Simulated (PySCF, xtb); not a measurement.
GaF3, SMILES [F][Ga]([F])[F].

GFN2-xTB (xtb 6.7.1) at its own geometry gives an orbital gap of 3.92 eV and a dipole moment of 0.00 D.

The structure is a stationary point at PBE0-D3(BJ)/def2-SVP. The isomer is the one that the SMILES or the coordinates give; other isomers of the formula were not compared.

Problem. What does PySCF with PBE/def2-TZVPD give? (The exact figures need the calculation; the answer reports its results.)

Solution. gap 6.22 eV (levels -9.75 and -3.54 eV), dipole 0.00 D.
